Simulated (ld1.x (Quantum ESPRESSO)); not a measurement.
## Co: variants of one RRKJ potential

Base potential:

ld1.x (Quantum ESPRESSO) 7.5 input, shortened:

```
&input
   title='Co', zed=27., rel=1, dft='PZ', iswitch=3,
   config='[Ar] 3d7 4s0 4p0'
 /
 &inputp
   pseudotype=2, tm=.false., rho0=0.02, lloc=0,
   nlcc=.true., rcore=0.45
 /
3
3P  2  1   6.00   0.00  1.05  1.05  0.0
3D  3  2   7.00   0.00  0.80  0.80  0.0
3S  1  0   2.00   0.00  1.15  1.15  0.0
 &test
   configts(1)='3s2 3p6 3d7 4s0 4p0'
 /
```

Cutoffs, loose and tight: the cutoffs (Ry, on a coarse ladder) from which the occupation-weighted sum of valence levels, in a spherical-Bessel basis at the reference potential, stays within 10 and 1 mRy of its value at 400 Ry. They do not see the model core or the augmentation charge, which bear on the density cutoff. Test errors are all-electron minus pseudo excitation energies from the reference, over the configurations 3s2 3p6 3d7 4s2 4p0; 3s2 3p6 3d7 4s1 4p0; 3s2 3p6 3d6 4s0 4p0; 3s2 3p6 3d8 4s1 4p0; 3s2 3p6 3d7.5 4s1.5 4p0; 3s1 3p6 3d7 4s2 4p0; 3s2 3p6 3d8 4s0 4p0 (two spin-polarised tests are not counted in the largest error). A dash means not determined; rows that change the core or the reference have their own tests. The largest error is taken over the tests solved by every variant that gives reliable tests at all: 3s2 3p6 3d6 4s0 4p0; 3s2 3p6 3d7 4s1 4p0; 3s2 3p6 3d7 4s2 4p0; 3s2 3p6 3d7.5 4s1.5 4p0; 3s2 3p6 3d8 4s0 4p0; 3s2 3p6 3d8 4s1 4p0.

Cutoffs are not given where the Bessel-basis levels miss the radial ones by over 6 mRy, ghosts where they miss by over 20 mRy; a channel whose overlap is not positive is not tested.

On the changes marked as counting shells twice: ld1.x takes every shell without a wave as core, so the model core holds the marked electrons as well and exchange and correlation see them twice. This cancels in the reference configuration, but the file is broken for other ones, and its errors say nothing about a proper core correction.

```tsv
change	outcome	cutoff, loose	cutoff, tight	bound ghosts	largest test error (meV)
base	generated	230 Ry	300 Ry	none	+1088
all radii but the core radius scaled by about 1.08 (s 1.24, p 1.14, d 0.86 bohr)	generated	230 Ry	260 Ry	none	+1599
functional revPBE	generated	230 Ry	260 Ry	none	+1068
wave 3p (bound): rc 1.05 bohr becomes 3p (bound): rc 1.02 bohr	generated	230 Ry	300 Ry	none	+1087
core correction none	generated	230 Ry	300 Ry	none	+1089
wave 3d (bound): rc 0.80 bohr becomes 3d (bound): rc 1.16 bohr	generated	140 Ry	200 Ry	none	+1086
fully relativistic	generated	–	–	none	+1084
wave 3d (bound): rc 0.80 bohr becomes 3d (bound): rc 0.84 bohr	generated	230 Ry	260 Ry	none	+1087
reference 3s2 3p6 3d7 4s1.75 4p0.25 (4p, 4s counted twice)	generated, misses its reference levels by 0.56 eV	230 Ry	300 Ry	none	-3515
reference 3s2 3p6 3d7 4s2 4p0 (4s counted twice)	generated, misses its reference levels by 0.55 eV	230 Ry	260 Ry	none	-3815
```

Q: What comes out with this change to the base: wave 3s (bound): rc 1.15 bohr becomes 3s (bound): rc 0.76 bohr?

A: outcome: generated; cutoff, loose: 260 Ry; cutoff, tight: over 300 Ry; bound ghosts: none; largest test error (meV): +106.

Q: What comes out with this change to the base: local potential the d channel?

A: outcome: generated; cutoff, loose: 300 Ry; cutoff, tight: over 300 Ry; bound ghosts: none; largest test error (meV): +1699.
